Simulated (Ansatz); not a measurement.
Species: C2H2O, SMILES `C1=CO1` (charge 0, multiplicity 1).

**Question.** Give a relaxed geometry from PBE0-D3(BJ)/def2-TZVP in Ansatz (a program for electronic structure).

**Answer.** the end point of this relaxation (outside a Z-matrix the atoms follow the SMILES, hydrogens last).
Z-matrix (Å, degrees):
```
C
C 1 1.2596
H 1 1.0713 2 162.01
H 2 1.0713 1 162.01 3 0.00
O 1 1.4805 3 133.17 2 180.00
```
